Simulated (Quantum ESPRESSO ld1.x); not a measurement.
Species: Ca3.4+. Configuration: [Ne] 3s2 3p4.6 (fractional occupations, a model configuration). All-electron calculation, Dirac Kohn-Sham, relativistic LDA (MacDonald-Vosko exchange, VWN5 correlation), spin-unpolarised, spherical densities, point nucleus; open shells are shared between the two j in proportion to 2j + 1. Program: ld1.x of Quantum ESPRESSO 7.5.

Spin-orbit splittings of the eigenvalues, e(l+1/2) - e(l-1/2), with zeta = 2 splitting/(2l+1) and mean radii in bohr:

shell  occ.  splitting (eV)  zeta (eV)  <r> j=l-1/2  <r> j=l+1/2
2p        6           3.679      2.453       0.3262       0.3287
3p      4.6          0.4468     0.2979        1.182        1.189
